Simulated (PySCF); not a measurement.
**Relaxation of singlet TeH₆**

Method: PBE0 in PySCF with Te def2-TZVP with ECP28, H def2-TZVP; scalar-relativistic core potentials, no spin–orbit coupling; density-fitted integrals. A (50,194) grid was used.

A hand-made octahedral start, of Oh symmetry, held to at least that symmetry:

Coordinates in bohr (charge 0 multiplicity 1):
```
Te    0.0000    0.0000    0.0000
H     0.0000    0.0000    3.1747
H     0.0000    0.0000   -3.1747
H     3.1747    0.0000    0.0000
H     0.0000    3.1747    0.0000
H    -3.1747    0.0000    0.0000
H     0.0000   -3.1747    0.0000
```

Optimiser trace:
```tsv
step	E − E(last) (kJ/mol)	largest gradient (Eh/bohr)
0	12.72	0.01668
1	1.16	0.00476
2	0.02	0.00054
3	0.00	0.00002
```

It ends at Oh with Te–H 1.733 Å (×6); H–Te–H 90.0° (×12), H–Te–H 180.0° (×3). A frequency run shows a minimum. Other isomers or separated fragments may lie lower.

Final geometry:
```xyz
7
charge 0 multiplicity 1, angstrom
Te    0.0000    0.0000    0.0000
H     0.0000    0.0000    1.7333
H     0.0000    0.0000   -1.7333
H     1.7333    0.0000    0.0000
H     0.0000    1.7333    0.0000
H    -1.7333    0.0000    0.0000
H     0.0000   -1.7333    0.0000
```

The relaxation took of the order of 23 core-seconds on a shared host.
